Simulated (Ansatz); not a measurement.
Ansatz results at the PBE0-D4/def2-TZVP geometry: HOMO–LUMO gap (PBE0/def2-TZVPP) 8.97 eV; HOMO energy (B3LYP/def2-TZVPP) -8.28 eV; LUMO energy (B3LYP/def2-TZVPP) 0.17 eV.

Which molecule gave them?
A. `Cl[C@H]1O[C@@H]1Cl`
B. `C=C[Se]CO`
C. `OC=C(Cl)Cl`
D. `BOB1CO1`

A. The others give `OC=C(Cl)Cl`: 6.82, -6.55, -0.18; `BOB1CO1`: 7.15, -8.13, -1.45; `C=C[Se]CO`: 5.96, -6.15, -0.62.

B3LYP here is the variant with VWN-RPA as its local correlation; programs differ in this.
